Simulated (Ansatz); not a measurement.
Relaxation of H3LiOSSi (7 atoms, charge 0, multiplicity 1), to a largest force component of 0.02 eV/Å in at most 50 steps.

Level of theory: RKS PBE-D4/def2-SVP (Ansatz).

```xyz
7
Properties=species:S:1:pos:R:3
Li 0.505 -2.428 1.799
O 0.925 -1.293 0.827
S 1.446 -0.123 -0.199
Si -0.419 0.813 -0.552
H 2.306 0.630 -0.972
H -0.970 1.308 0.716
H -1.360 -0.167 -1.107
```

Q: Where does it end, and by what steps?

A: It converged. After 25 steps the energy has fallen by 2.687 eV; Li1 moved furthest, 1.61 Å. Joined: Li1–S3, Li1–Si4.

| step | energy less start (eV) | largest force component (eV/Å) | accepted |
| --- | --- | --- | --- |
| 0 | 0.0000 | 1.907 | yes |
| 1 | -0.4439 | 1.189 | yes |
| 2 | -0.7090 | 0.808 | yes |
| 3 | -1.0749 | 1.356 | yes |
| 4 | -1.4487 | 1.491 | yes |
| 5 | -1.7270 | 1.887 | yes |
| 6 | -2.0153 | 0.851 | yes |
| 7 | -2.0885 | 0.459 | yes |
| 8 | -2.1193 | 0.314 | yes |
| 9 | -2.1315 | 0.115 | yes |
| 10 | -2.1422 | 0.061 | yes |
| 11 | -2.1564 | 0.234 | yes |
| 12 | -2.1691 | 0.228 | yes |
| 13 | -2.1925 | 0.228 | yes |
| 14 | -2.2272 | 0.323 | yes |
| 15 | -2.2828 | 0.374 | yes |
| 16 | -2.3691 | 0.404 | yes |
| 17 | -2.4718 | 0.373 | yes |
| 18 | -2.5791 | 0.324 | yes |
| 19 | -2.6658 | 0.184 | yes |
| 20 | -2.6700 | 0.257 | yes |
| 21 | -2.6778 | 0.247 | yes |
| 22 | -2.6859 | 0.059 | yes |
| 23 | -2.6868 | 0.051 | yes |
| 24 | -2.6845 | 0.224 | no |
| 25 | -2.6874 | 0.010 | yes |

```xyz
7
Properties=species:S:1:pos:R:3
Li -0.211 -1.161 1.122
O 1.431 -1.448 0.514
S 1.423 -0.405 -0.695
Si -0.600 0.830 -0.606
H 2.153 0.695 -0.242
H -0.461 0.810 0.972
H -1.302 -0.581 -0.553
```

Whether the end is a true minimum wasn't checked by a vibrational analysis.

The run took 43 s on 1 thread of Intel(R) Xeon(R) 6975P-C (Granite Rapids), with other jobs on the host, peak memory 0.17 GiB.
